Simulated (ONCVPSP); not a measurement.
titanium: excitation energies, all-electron against ONCV

* Element: titanium
* Generator: ONCVPSP 4.0.1
* Type: optimised norm-conserving Vanderbilt (ONCV)
* Functional: PBE
* Relativity: scalar-relativistic
* Frozen core: [Ne]
* Valence charge: 12
* Reference configuration: 3s2 3p6 3d2 4s1.75 4p0.25
* Partial waves: 3s+4s: rc 1.90 bohr, ncon 4, nbas 7, qcut 8.2 1/bohr, 2 projectors; 3p+4p: rc 1.85 bohr, ncon 3, nbas 8, qcut 7.5 1/bohr, 2 projectors; 3d: rc 1.85 bohr, ncon 5, nbas 9, qcut 9.9 1/bohr, local
* Local potential: the d channel
* Core correction: Teter function fitted to the true core (icmod 2), fcfact 0.4

Energies are relative to the spin-unpolarised reference configuration 3s2 3p6 3d2 4s1.75 4p0.25; without spin polarisation the order of configurations can differ from experiment.

```
valence configuration  charge  ΔE all-electron (eV)  error AE − PS (meV)
  3s2 3p6 3d2 4s2 4p0       0                -0.755                 +0.1
  3s2 3p6 3d2 4s0 4p0      +2                20.164                 -3.0
  3s2 3p6 3d1 4s2 4p0      +1                 8.990                  +27
```

Task: What are ΔE and the potential's error for 3s2 3p6 3d2 4s1 4p0?

Result: ΔE = 6.592 eV all-electron; the error (AE − PS) is -0.6 meV.

Note: ghosts flagged at negative energy: s at -621.1 eV; no localised positive-energy state flagged. A true bound ghost makes a file unfit for plane-wave use.
